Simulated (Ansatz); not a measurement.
C₂H₆GeO₃, SMILES C=[CH][Ge]([OH])([OH])[OH] (connectivity only; charge and spin as stated), charge -1, multiplicity 2.

Coordinates come from a PBE0-D3(BJ)/def2-SVPD optimisation. Other conformers were not sampled.

Two levels are set side by side: PBE/def2-SVPD (Ansatz, a first-principles code) and ωB97X-V/def2-SVPD (Ansatz). Energy differences of separate SCF runs at the same geometry; the states with an electron removed or added have multiplicity 1. Differences are taken from unrounded values.

```tsv
quantity	ωB97X-V
vertical ionisation energy (eV)	1.69
```

Problem. What does PBE give, and how far is it from ωB97X-V? (An estimate is asked for; the answer gives what the named calculation found.)

Solution. 
```csv
quantity,PBE,PBE minus ωB97X-V
vertical ionisation energy (eV),1.52,-0.16
```
